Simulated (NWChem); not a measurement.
System: BHOCl2; SMILES OB(Cl)Cl

Here is an NWChem input.

```
start job
memory heap 200 mb stack 900 mb global 1100 mb
geometry units angstroms noautosym nocenter noautoz
  B      0.372628     0.030624     0.000000
  Cl    -0.480026    -1.529779     0.000000
  Cl    -0.540123     1.535359     0.000000
  O      1.715563     0.096563     0.000000
  H      2.138738    -0.776456     0.000000
end
basis spherical
  * library 6-31g*
end
dft
  xc b3lyp
  iterations 150
end
property
  shielding
end
task dft property
```

Excerpt of the output:

```
             Northwest Computational Chemistry Package (NWChem) 7.3.0
             --------------------------------------------------------

                             Geometry "geometry" -> ""
                             -------------------------

 Output coordinates in angstroms (scale by  1.889725989 to convert to a.u.)

  No.       Tag          Charge          X              Y              Z
 ---- ---------------- ---------- -------------- -------------- --------------
    1 B                    5.0000     0.37262800     0.03062400     0.00000000
    2 Cl                  17.0000    -0.48002600    -1.52977900     0.00000000
    3 Cl                  17.0000    -0.54012300     1.53535900     0.00000000
    4 O                    8.0000     1.71556300     0.09656300     0.00000000
    5 H                    1.0000     2.13873800    -0.77645600     0.00000000

 Effective nuclear repulsion energy (a.u.)     181.2893953039

                              NWChem Property Module
                              ----------------------

  itol2e modified to match energy
  convergence criterion.

                                 NWChem DFT Module
                                 -----------------

 Summary of "ao basis" -> "ao basis" (spherical)
 ------------------------------------------------------------------------------
       Tag                 Description            Shells   Functions and Types
 ---------------- ------------------------------  ------  ---------------------
 B                           6-31g*                  6       14   3s2p1d
 Cl                          6-31g*                  8       18   4s3p1d
 O                           6-31g*                  6       14   3s2p1d
 H                           6-31g*                  2        2   2s

  itol2e modified to match energy
  convergence criterion.

            General Information
            -------------------
          SCF calculation type: DFT
          Wavefunction type:  closed shell.
          No. of atoms     :     5
          No. of electrons :    48
           Alpha electrons :    24
            Beta electrons :    24
          Charge           :     0
          Spin multiplicity:     1
          Use of symmetry is: off; symmetry adaption is: off
          Maximum number of iterations: 150
          AO basis - number of functions:    66
                     number of shells:    30
          Convergence on energy requested:  1.00D-07
          Convergence on density requested:  1.00D-05
          Convergence on gradient requested:  5.00D-04

              XC Information
              --------------
                         B3LYP Method XC Potential
                     Hartree-Fock (Exact) Exchange  0.200
                        Slater Exchange Functional  0.800 local
                    Becke 1988 Exchange Functional  0.720 non-local
              Lee-Yang-Parr Correlation Functional  0.810
                  VWN I RPA Correlation Functional  0.190 local

             Grid Information
             ----------------
          Grid used for XC integration:  fine
          Radial quadrature: Mura-Knowles
          Angular quadrature: Lebedev.
          Tag              B.-S. Rad. Rad. Pts. Rad. Cut. Ang. Pts.
          ---              ---------- --------- --------- ---------
          B                   0.85       70           7.0       590
          Cl                  1.00      123          10.0       770
          O                   0.60       70           8.0       590
          H                   0.35       60          10.0       590
          Grid pruning is: on
          Number of quadrature shells:   446
          Spatial weights used:  Erf1

      Superposition of Atomic Density Guess
      -------------------------------------

 Sum of atomic energies:       -1018.67983870

      Non-variational initial energy
      ------------------------------

 Total energy =   -1019.886921
 1-e energy   =   -1767.143800
 2-e energy   =     565.967484
 HOMO         =      -0.414237
 LUMO         =       0.091471

   convergence    iter        energy       DeltaE   RMS-Dens  Diis-err
 ---------------- ----- ----------------- --------- --------- ---------
 d= 0,ls=0.0,diis     1  -1021.1047261650 -1.20D+03  1.84D-02  7.36D-01
 d= 0,ls=0.0,diis     2  -1021.0544839913  5.02D-02  1.07D-02  1.28D+00
 d= 0,ls=0.0,diis     3  -1021.1930843590 -1.39D-01  1.94D-03  3.05D-02
 d= 0,ls=0.0,diis     4  -1021.1949618381 -1.88D-03  1.17D-03  9.30D-03
 d= 0,ls=0.0,diis     5  -1021.1960243951 -1.06D-03  1.85D-04  2.02D-04
  Resetting Diis
 d= 0,ls=0.0,diis     6  -1021.1960498907 -2.55D-05  2.60D-05  2.22D-06
 d= 0,ls=0.0,diis     7  -1021.1960501560 -2.65D-07  1.12D-05  1.76D-07
 d= 0,ls=0.0,diis     8  -1021.1960501623 -6.33D-09  5.48D-06  1.31D-07

         Total DFT energy =    -1021.196050162302
      One electron energy =    -1769.164854919064
           Coulomb energy =      636.332417603141
    Exchange-Corr. energy =      -69.653008150322
 Nuclear repulsion energy =      181.289395303943

 Numeric. integr. density =       48.000000067722

[...]

          -----------------------------------------
          Chemical Shielding Tensors (GIAO, in ppm)
          -----------------------------------------

                                NWChem CPHF Module
                                ------------------

  scftype          =     RHF
  nclosed          =       24
  nopen            =        0
  variables        =     1008
  # of vectors     =        3
  tolerance        = 0.10D-03
  level shift      = 0.00D+00
  max iterations   =       50
  max subspace     =       30

 SCF residual:    1.0383854087473854E-004

Iterative solution of linear equations
  No. of variables     1008
  No. of equations        3
  Maximum subspace       30
        Iterations       50
       Convergence  1.0D-04

   iter   nsub   residual    time
   ----  ------  --------  ---------
     1      3    4.51D-01      15.9
     2      6    9.53D-03      17.8
     3      9    5.95D-04      20.0
     4     12    2.42D-05      22.1

      Atom:    1  B
        Diamagnetic
    206.0268      1.2269     -0.0000
      1.2269    210.9501      0.0000
     -0.0000      0.0000    187.7788

        Paramagnetic
   -133.0097     -4.4176      0.0000
     -4.4176   -140.2880      0.0000
      0.0000      0.0000   -100.9666

        Total Shielding Tensor
     73.0171     -3.1908     -0.0000
     -3.1908     70.6622      0.0000
     -0.0000      0.0000     86.8122

           isotropic =      76.8305
          anisotropy =      14.9726

          Principal Components and Axis System
                 1           2           3
               86.8122     75.2407     68.4386

      1        -0.0000      0.8204      0.5718
      2         0.0000     -0.5718      0.8204
      3         1.0000      0.0000     -0.0000

      Atom:    2  Cl
        Diamagnetic
   1145.9833      3.6797      0.0000
      3.6797   1152.5918      0.0000
      0.0000      0.0000   1143.4573

        Paramagnetic
   -490.5041    116.7063      0.0000
    116.7063   -216.4678      0.0000
      0.0000      0.0000   -340.5294

        Total Shielding Tensor
    655.4792    120.3860      0.0000
    120.3860    936.1239      0.0000
      0.0000      0.0000    802.9280

           isotropic =     798.1770
          anisotropy =     273.7671

          Principal Components and Axis System
                 1           2           3
              980.6884    802.9280    610.9147

      1         0.3472      0.0000      0.9378
      2         0.9378     -0.0000     -0.3472
      3         0.0000      1.0000     -0.0000

      Atom:    3  Cl
        Diamagnetic
   1146.4309     -3.7700     -0.0000
     -3.7700   1152.3856      0.0000
     -0.0000      0.0000   1144.1349

        Paramagnetic
   -494.4762   -106.2339      0.0000
   -106.2339   -220.3510      0.0000
      0.0000      0.0000   -287.6697

        Total Shielding Tensor
    651.9547   -110.0039      0.0000
   -110.0039    932.0346      0.0000
      0.0000      0.0000    856.4652

           isotropic =     813.4849
          anisotropy =     234.8829

          Principal Components and Axis System
                 1           2           3
              970.0734    856.4652    613.9159

      1        -0.3268      0.0000      0.9451
      2         0.9451     -0.0000      0.3268
      3         0.0000      1.0000     -0.0000

      Atom:    4  O
        Diamagnetic
    409.4077     -7.5637      0.0000
     -7.5637    386.1278     -0.0000
      0.0000     -0.0000    373.7512

        Paramagnetic
   -208.8842     49.8065      0.0000
     49.8065   -330.6592      0.0000
      0.0000      0.0000   -127.3433

        Total Shielding Tensor
    200.5235     42.2428      0.0000
     42.2428     55.4687      0.0000
      0.0000      0.0000    246.4078

           isotropic =     167.4667
          anisotropy =     118.4117

          Principal Components and Axis System
                 1           2           3
              246.4078    211.9287     44.0635

      1         0.0000      0.9654     -0.2607
      2         0.0000      0.2607      0.9654
      3         1.0000     -0.0000     -0.0000

      Atom:    5  H
        Diamagnetic
     30.5428    -10.6785      0.0000
    -10.6785     35.4077     -0.0000
      0.0000     -0.0000     15.3680

        Paramagnetic
      0.6645      6.1903     -0.0000
      6.1903     -7.4828      0.0000
     -0.0000      0.0000      6.8671

        Total Shielding Tensor
     31.2073     -4.4883     -0.0000
     -4.4883     27.9249      0.0000
     -0.0000      0.0000     22.2351

           isotropic =      27.1224
          anisotropy =      10.8339

          Principal Components and Axis System
                 1           2           3
               34.3450     24.7872     22.2351

      1         0.8196      0.5730      0.0000
      2        -0.5730      0.8196      0.0000
      3        -0.0000     -0.0000      1.0000
```

Level: B3LYP/6-31G* (spherical d), GIAO. Coordinates come from a B3LYP/6-31G* (spherical d) optimisation. The printed shielding anisotropy is the first printed principal value minus the mean of the other two.
